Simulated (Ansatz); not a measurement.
CH₅BF₂Si (`C[SiH2]B(F)F`), relaxed with RKS PBE-D4/def2-SVP in Ansatz from a rough embedded geometry. The force threshold is 0.03 eV/Å; the program also tests the step.

Total charge 0; spin multiplicity 1.

Start:

```xyz
10

C    -1.388    0.215   -0.395
Si    0.285    0.627    0.258
B     1.402   -0.968    0.247
F     1.062   -2.109    1.061
F     2.659   -0.970   -0.455
H    -1.842   -0.593    0.149
H    -1.234   -0.164   -1.478
H    -1.986    1.102   -0.445
H     0.927    1.718   -0.573
H     0.116    1.142    1.632
```

By how much does the energy fall, and how many steps does the optimiser take? (An estimate is asked.)

Ansatz gave: 15.51 kcal/mol, in 26 steps, 6 of them rejected.

Which bonds change most? (An estimate is asked.)

Ansatz gave: B3–F4 from 1.442 to 1.335 Å; B3–F5 from 1.440 to 1.334 Å; Si2–B3 from 1.948 to 2.041 Å; C1–Si2 from 1.843 to 1.892 Å.

Give the relaxed structure. (Estimate.)

Ansatz gave: 
```xyz
10

C    -1.447    0.200   -0.355
Si    0.313    0.662    0.164
B     1.504   -0.992    0.261
F     1.005   -2.220    0.106
F     2.815   -0.916    0.495
H    -1.881   -0.532    0.355
H    -1.447   -0.262   -1.363
H    -2.106    1.091   -0.383
H     0.926    1.647   -0.801
H     0.317    1.322    1.521
```
